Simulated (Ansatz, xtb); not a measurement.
Worked example: C3H8Si → C2H4Si + CH4

Species: C3H8Si (prop-2-enylsilane) `C=CC[SiH3]`, singlet; C2H4Si (ethynylsilane) `C#C[SiH3]`, singlet; CH4 (methane) `C`, singlet. 

Shapes, held fixed at every level: PBE0-D4/def2-TZVP. Flexible molecules stand in one conformer, not always the lowest. Programs: Ansatz 0.2.0, xtb 6.7.1. Electronic energies: no zero-point or thermal term.

At CCSD(T)/CBS estimate; 1 Eh = 2625.50 kJ/mol:

```
species  energy (Eh)
 C3H8Si  -408.021787
 C2H4Si  -367.520812
    CH4   -40.462061
```

Work out ΔE of the reaction at this level.


1. Products less reactants: (-367.520812) + (-40.462061) − [(-408.021787)] = 0.038914 Eh = +102.2 kJ/mol.

Other levels give +79.4 (HF/def2-TZVPP) to +111.0 kJ/mol (wB97M-V/def2-TZVPP). No measured value is set beside it here. The CBS estimate extrapolates MP2 from def2-TZVPP and def2-QZVPP and adds CCSD(T) − MP2 in the triple-zeta set, cores frozen.
